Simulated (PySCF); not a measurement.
SMILES C=C(F)/C(F)=C\N(C)C, C₆H₉F₂N

Molfile (atoms numbered from 1):
```
C6H9F2N
     RDKit          3D

 18 17  0  0  0  0  0  0  0  0999 V2000
    3.3207    0.2382    0.1264 C   0  0  0  0  0  0  0  0  0  0  0  0
    2.0209   -0.0567    0.0164 C   0  0  0  0  0  0  0  0  0  0  0  0
    1.5932   -0.8050   -1.0127 F   0  0  0  0  0  0  0  0  0  0  0  0
    0.9867    0.2925    0.9698 C   0  0  0  0  0  0  0  0  0  0  0  0
    1.5049    0.7310    2.1410 F   0  0  0  0  0  0  0  0  0  0  0  0
   -0.3670    0.1997    0.9357 C   0  0  0  0  0  0  0  0  0  0  0  0
   -1.2524    0.0170   -0.0842 N   0  0  0  0  0  0  0  0  0  0  0  0
   -2.5461   -0.5375    0.2119 C   0  0  0  0  0  0  0  0  0  0  0  0
   -0.9251    0.1916   -1.4728 C   0  0  0  0  0  0  0  0  0  0  0  0
    4.0323   -0.1503   -0.6024 H   0  0  0  0  0  0  0  0  0  0  0  0
    3.6689    0.8490    0.9570 H   0  0  0  0  0  0  0  0  0  0  0  0
   -0.8367    0.3536    1.9147 H   0  0  0  0  0  0  0  0  0  0  0  0
   -2.6081   -1.6191   -0.0161 H   0  0  0  0  0  0  0  0  0  0  0  0
   -2.7733   -0.4096    1.2800 H   0  0  0  0  0  0  0  0  0  0  0  0
   -3.3274   -0.0243   -0.3731 H   0  0  0  0  0  0  0  0  0  0  0  0
   -1.8106    0.5857   -1.9980 H   0  0  0  0  0  0  0  0  0  0  0  0
   -0.6105   -0.7404   -1.9730 H   0  0  0  0  0  0  0  0  0  0  0  0
   -0.1093    0.9201   -1.5736 H   0  0  0  0  0  0  0  0  0  0  0  0
  1  2  2  0
  2  3  1  0
  2  4  1  0
  4  5  1  0
  4  6  2  0
  6  7  1  0
  7  8  1  0
  7  9  1  0
  1 10  1  0
  1 11  1  0
  6 12  1  0
  8 13  1  0
  8 14  1  0
  8 15  1  0
  9 16  1  0
  9 17  1  0
  9 18  1  0
M  END
```

Level of theory: quadratic response CAM-B3LYP/aug-cc-pVDZ first hyperpolarisability, Taylor convention, gas phase in PySCF. Geometry: PBE0-D3(BJ)/def2-SVP.

Give the tensor of the static β(0;0,0) in the axes of these coordinates.

In au, Taylor convention; rows are the first index (the induced dipole):
```csv
,xx,yy,zz,xy,xz,yz
x,-614.3,+47.0,-30.9,+23.8,-54.5,+14.4
y,+23.8,+75.7,-8.9,+47.0,+14.4,+35.8
z,-54.5,+35.8,+38.3,+14.4,-30.9,-8.9
```
Norm of βᵢ = ⅓ Σⱼ (βᵢⱼⱼ + βⱼᵢⱼ + βⱼⱼᵢ): 605.3 au, hyper-Rayleigh value 258.8 au.
